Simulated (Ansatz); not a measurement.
Basis-set extrapolation for CH$_{3}$BFNO (PBE0-D4/def2-TZVP geometry, frozen core, the Gaussian-basis code of Ansatz). Multiplicity 1, RHF reference.

|  | def2-TZVPP | def2-QZVPP |
| --- | --- | --- |
| HF | -293.229203 | -293.242721 |
| MP2 correlation | -0.949702 | -1.024778 |
| CCSD(T) correlation | -1.002119 | not run |

Energies in hartree. Use E(X) = E(∞) + A·exp(−7.88·√X) for Hartree–Fock and E(X) = E(∞) + B·X^(−2.97) for correlation, with X = 3 and 4, and add CCSD(T) minus MP2 of the smaller set to the MP2 limit.

What is the CCSD(T) energy at the basis-set limit?

HF limit: -293.242721 + (-0.013518) × 0.13774 = -293.24458. MP2 limit: -1.024778 + (-0.075076) × 0.74074 = -1.08039. Higher-order term: -1.002119 − (-0.949702) = -0.05242. Total: -294.37739 hartree, 91.7 kcal/mol below CCSD(T)/def2-TZVPP.
